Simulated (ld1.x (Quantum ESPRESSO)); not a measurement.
**Before and after: TM semilocal potential for Rb (Z = 37)**

| Property | Result |
| --- | --- |
| Element | Rb |
| Generator | ld1.x (Quantum ESPRESSO) 7.5 |
| Type | norm-conserving Troullier–Martins (semilocal form) |
| Functional | LDA (PZ) |
| Relativity | scalar-relativistic |
| Frozen core | [Ar] 3d10 |
| Valence charge | 9 |
| Reference configuration | 4s2 4p6 4d1 5s0 5p0 |
| Partial waves | 4p (bound): rc 1.95 bohr; 4d (bound): rc 4.20 bohr; 4s (bound): rc 2.50 bohr |
| Local potential | the s channel |
| Core correction | none |

All-electron outer shells of the reference configuration (LDA (PZ), scalar-relativistic, ld1.x):

| shell | level (eV) | outermost node (bohr) | outermost maximum (bohr) |
| --- | --- | --- | --- |
| 3p | -225.68 | 0.19 | 0.44 |
| 3d | -105.37 | – | 0.39 |
| 4s | -33.08 | 0.62 | 1.25 |
| 4p | -17.14 | 0.64 | 1.42 |
| 5s | -2.95 | 1.78 | 4.06 |
| 5p | -1.32 | 2.19 | 6.21 |
| 4d | -0.63 | 0.70 | 5.76 |

Change: wave 4p (bound): rc 1.95 bohr becomes 4p (bound): rc 1.86 bohr.

Cutoffs: the cutoffs (Ry, on a coarse ladder) from which the occupation-weighted sum of valence levels, in a spherical-Bessel basis at the reference potential, stays within 10 and 1 mRy of its value at 400 Ry; they do not see the model core or the augmentation charge, which bear on the density cutoff. Errors are all-electron minus pseudo energies relative to the spin-unpolarised reference configuration.

**Question.** What does the change do?

**Answer.** The potential gets harder (25 Ry and 35 Ry → 30 Ry and 50 Ry); of the 9 tests that both files solve, the error grows in 0 and shrinks in 1 by more than 15 % and 0.3 meV (median size 295.3 → 295.2 meV); neither file shows a bound ghost. A smaller radius makes the pseudo-wave follow the all-electron one further in, where it bends more sharply, so more plane waves are needed. A semilocal file is local in each channel, so a ghost entry of none says nothing of the separable form that plane-wave codes build from it.

| quantity | base | changed |
| --- | --- | --- |
| cutoff, loose | 25 Ry | 30 Ry |
| cutoff, tight | 35 Ry | 50 Ry |
| bound ghosts | none | none |
| error for 4s2 4p6 4d0 5s1 5p0, meV [ΔE -2.32 eV] | +436 | +436 |
| error for 4s2 4p6 4d0 5s0 5p0, meV [ΔE 1.96 eV] | +7.2 | +7.2 |
| error for 4s2 4p6 4d0 5s0.5 5p0, meV [ΔE -0.66 eV] | +295 | +295 |
| error for 4s1 4p6 4d0 5s1 5p0, meV [ΔE 35.52 eV] | +1244 | +1240 |
| error for 4s2 4p6 4d0 5s0 5p1, meV [ΔE -0.70 eV] | +7.0 | +5.9 |
| error for 4s2 4p5 4d0 5s1 5p0, meV [ΔE 18.92 eV] | +1228 | +1228 |
| error for 4s2 4p6 4d0.5 5s0.5 5p0, meV [ΔE -1.16 eV] | +247 | +247 |
| error for 4s2 4p6 4d1 5s0 5p0 (spin-polarised), meV [ΔE -0.06 eV] | +0.4 | +0.4 |
| error for 4s2 4p6 4d0 5s1 5p0 (spin-polarised), meV [ΔE -2.44 eV] | +438 | +438 |
| s: phases at 4.57 bohr within 0.05 rad from the reference energy up to (Ry; the scan ends near 5) | -0.6 | -0.6 |
| p: phases at 4.57 bohr within 0.05 rad from the reference energy up to (Ry; the scan ends near 5) | 1.8 | 1.9 |
| d: phases at 4.57 bohr within 0.05 rad from the reference energy up to (Ry; the scan ends near 5) | 0.6 | 0.6 |
